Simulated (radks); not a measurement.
Excited configurations of the tantalum ion Ta29+: one electron is placed in a higher orbital outside [Kr] 4d7. The ground configuration is [Kr] 4d8. All-electron calculation, scalar-relativistic Kohn-Sham, BLYP, spin-polarised, spherical densities, point nucleus; open shells are filled with parallel spins first (spin-orbit coupling, left out, can overturn this in heavy ions). Program: a radial shooting solver on a logarithmic mesh with Libxc functionals. Excitation = E - E(ground); binding = E(ion) - E, where the ion is the core of charge +30; n* = 30/sqrt(2 binding) in atomic units. These energies are relativistic, and a one-electron ion of charge +30 with no core already has n* below n in this formula (scalar-relativistic equation, point nucleus: 4f 3.998, 5s 4.979, 5p 4.988, 5d 4.994, 5f 4.997, 6s 5.979, 6p 5.987, 6d 5.993, 7s 6.978, 7p 6.987, 7d 6.993, 7f 6.996). The quantum defect is therefore taken as that value minus n*, so that it holds no relativistic shift of the bare ion.

outer orbital  excitation (eV)  binding (eV)     n*  quantum defect
4f                      192.32        974.45  3.545           0.453
5s                      357.79        808.97  3.891           1.089
5p                      421.94        744.83  4.055           0.933
5d                      503.58        663.18  4.297           0.697
5f                      587.10        579.66  4.596           0.401
6s                      656.31        510.46  4.898           1.081
6p                      689.10        477.67  5.063           0.924
6d                      731.68        435.08  5.305           0.688
7s                      814.36        352.41  5.895           1.084
7p                      833.52        333.24  6.062           0.925
7d                      858.61        308.15  6.304           0.689
7f                      884.19        282.58  6.583           0.413

The Delta-SCF ionisation energy is 1166.8 eV (NIST Atomic Spectra Database: 1160 eV, theoretical). Self-interaction in the functional shifts the binding energies and quantum defects, so they are the method's values and not measured ones. Open shells are spherical and high-spin; term and fine-structure splittings are not resolved. Spin-orbit splitting is averaged out at the scalar-relativistic level.
